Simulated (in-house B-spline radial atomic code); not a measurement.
RPA and G0W0 on B3LYP (VWN-RPA): K II (K+)

Configuration [Ne] 3s2 3p6, mean-field start B3LYP (VWN-RPA). Computed with an all-electron radial atomic-structure program (B-spline basis): all electrons, scalar-relativistic (spin-free one-electron X2C), finite nucleus, each spin shell either full or empty, empty states to l = 9 with an (l + 1/2)⁻⁴ tail; G0W0 by contour deformation at full frequency.

Command:
```bash
python run_gw.py task.json out
```
Settings (radii: box in bohr, nucleus in fm):
```
Z                        19
electrons                18
configuration            [Ne] 3s2 3p6
hamiltonian              x2c
method                   b3lyp
lmax                     9
rms_radius               3.4349
spin_polarised           False
box_radius               23.78
intervals                71
```

Time taken, with all properties: 2.2 s on 1 thread of Arm Neoverse N1, on a shared host.

Energies (hartree):

```tsv
term	value
mean-field total	-602.09179
Hartree-Fock functional on these orbitals	-601.30733
direct second order	-1.2805
second-order exchange	0.4331
SOSEX correction	0.39189
```

Problem. What is the RPA correlation energy, and what remains with SOSEX?

Solution. RPA gives -1.1075 hartree (-1.67 eV per electron); RPA + SOSEX gives -0.71564, and the second-order doubles -0.8474 hartree (no singles). RPA lacks exchange-type terms and so overcorrelates at short range.

Quasi-particle levels (eV):

```tsv
level	occupied	mean field	Σx - vxc	Σc	QP weight	G0W0
3p	yes	-26.526	-5.21	?	?	?
4s	no	-6.047	2.44	-0.60	0.985	-4.207
```

G0W0 = mean field + (Σx - vxc) + Σc, with Σc (partial-wave tail included) taken at the quasi-particle energy. Only the outer levels were computed. Levels of low weight are left out.

Problem. Where does G0W0 put 3p?

Solution. At -31.66 eV, with Σc = 0.08 eV and a quasi-particle weight of 0.916. The tabulated removal energy is 31.625 eV (NIST, measured); the calculation leaves out spin-orbit coupling, Breit and QED terms, and what these don't explain is the method's own error.
